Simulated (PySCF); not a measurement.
# Fluorine: a sound run and one with changed settings

Sound run: F⁺ [He] 2s2 2p4, F²⁺ [He] 2s2 2p3. Computed with PySCF 2.14 in jorge-DZP-DKH, with the spin-free X2C one-electron Hamiltonian (Gaussian nucleus). In the sound run the correlated levels freeze 1s2. The sound run starts from symmetry-adapted Hartree-Fock orbitals and uses a fine grid where one is needed.

Changed run: all electrons correlated in a basis built for the valence shell.

| species | method | sound run (hartree) | changed run (hartree) | converged |
| --- | --- | --- | --- | --- |
| F⁺ | MP2 | -98.99788 | -99.01164 | yes |
| F⁺ | CCSD(T) | -99.01185 | -99.02619 | yes |
| F²⁺ | MP2 | -97.74106 | -97.75462 | yes |
| F²⁺ | CCSD(T) | -97.75427 | -97.76844 | yes |

Ionisation energy of F⁺:

```json
{"method": "UHF", "sound run (eV)": "33.518", "changed run (eV)": "33.518"}
{"method": "MP2", "sound run (eV)": "34.200", "changed run (eV)": "34.205"}
{"method": "SCS-MP2", "sound run (eV)": "34.189", "changed run (eV)": "34.191"}
{"method": "CCSD", "sound run (eV)": "34.205", "changed run (eV)": "34.209"}
{"method": "CCSD(T)", "sound run (eV)": "34.220", "changed run (eV)": "34.225"}
```

A valence basis has no tight correlating functions, so it recovers only part of the core correlation, and not evenly between atom and ion.

For comparison, NIST gives 34.971 eV between the lowest levels.
